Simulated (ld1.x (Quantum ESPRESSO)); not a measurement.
## Configuration tests for Hf (Z = 72) (TM)

```json
{
 "Element": "Hf (Z = 72)",
 "Generator": "ld1.x (Quantum ESPRESSO) 7.5",
 "Type": "norm-conserving Troullier–Martins (Kleinman–Bylander form)",
 "Functional": "LDA (PZ)",
 "Relativity": "scalar-relativistic",
 "Frozen core": "[Xe] 4f14",
 "Valence charge": "4",
 "Reference configuration": "5d2 6s2 6p0",
 "Partial waves": "6s (bound): rc 3.26 bohr; 6p (bound, empty): rc 3.65 bohr; 5d (bound): rc 1.70 bohr",
 "Local potential": "all-electron potential smoothed inside 2.45 bohr (lloc = -1)",
 "Core correction": "Bessel-smoothed model core inside 1.70 bohr"
}
```

Energies are relative to the spin-unpolarised reference configuration 5d2 6s2 6p0; without spin polarisation the order of configurations can differ from experiment. Spin-polarised rows fill each open shell by Hund’s rule, majority spin first. Not all tests gave a result: 2 of 9 tests not solved or not reliable. Left out of the table: 5d1 6s2 6p0 (solver errors, printed error -38.5 eV); 5d1 6s2 6p1 (solver errors, printed error -54.9 eV).

| valence configuration | charge | ΔE all-electron (eV) | error AE − PS (meV) |
| --- | --- | --- | --- |
| 5d2 6s1 6p0 | +1 | 8.198 | -13 |
| 5d2 6s0 6p0 | +2 | 22.701 | -43 |
| 5d2 6s0 6p1 | +1 | 12.993 | -5.1 |
| 5d2 6s1.5 6p0 | +0.5 | 3.349 | -3.6 |
| 5d2 6s2 6p0 (spin-polarised) | 0 | -0.441 | -3.6 |

Task: What are ΔE and the potential's error for 5d2 6s1 6p0 (spin-polarised)?

Result: ΔE = 7.063 eV all-electron; the error (AE − PS) is -7.2 meV.

Task: What are ΔE and the potential's error for 5d1 6s0 6p0?

Result: ΔE = 44.802 eV all-electron; the error (AE − PS) is -283 meV.

Note: ghost state, extra bound levels that the all-electron valence spectrum of the same l lacks: s at -8.6 eV. A true bound ghost makes a file unfit for plane-wave use.
